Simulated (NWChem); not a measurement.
System: BAsH$_{3}$OF; SMILES OB(F)[AsH2]

```xyz
7

B      0.0064     1.0557     0.0036
As     0.0104    -1.0159    -0.0492
H     -0.8241    -1.1041     1.2374
H      1.3380    -1.1371     0.7233
F     -1.1790     1.6757    -0.0048
O      1.1048     1.8520    -0.0480
H      1.9361     1.3476    -0.0191
```
Atoms are numbered in this order, from 1.

Results from NWChem. Pople sets run with spherical d functions. All runs use the structure optimised with PBE-D3(BJ)/def2-SVP. Vzz is the largest principal value of the second derivative of the potential at the nucleus (NWChem prints the opposite sign); η is the asymmetry. Non-relativistic.

For level CAM-B3LYP/def2-SVP:

```yaml
Vzz B1 (a.u.): 0.305
Vzz As2 (a.u.): -2.107
Vzz O6 (a.u.): 1.272
```

Q: Estimate the same quantities for level CAM-B3LYP/6-31G*.

A: 
| Property | Value |
|---|---|
| Vzz B1 (a.u.) | 0.294 |
| Vzz As2 (a.u.) | -1.950 |
| Vzz O6 (a.u.) | 1.242 |
